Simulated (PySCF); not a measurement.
B(H)(Cl)(Me), SMILES B(Cl)C (CH4BCl) (B3LYP/def2-SVP optimised geometry):

```
7

B     -0.544     0.237     0.000
H     -1.186     1.257     0.000
Cl    -1.481    -1.257    -0.004
C      1.013     0.237     0.000
H      1.378     0.823     0.864
H      1.371     0.790    -0.889
H      1.481    -0.758     0.016
```

Calculation: B3LYP/def2-TZVP run with PySCF 2.14.0.

Problem. What are the frontier orbital energies and the dipole moment?

Solution. HOMO-2 -9.98 eV, HOMO-1 -9.42 eV, HOMO -8.21 eV, LUMO -1.43 eV, LUMO+1 0.78 eV; dipole moment 1.35 D.

On the same geometry PBE/def2-TZVP run with PySCF gives HOMO-2 -8.75 eV, HOMO-1 -8.36 eV, HOMO -7.06 eV, LUMO -2.22 eV, LUMO+1 0.41 eV; dipole moment 1.30 D.

Meta-Löwdin charges at B3LYP/def2-TZVP: B1 0.12, H2 0.01, Cl3 -0.08, C4 -0.45, H5 0.14, H6 0.14, H7 0.12.
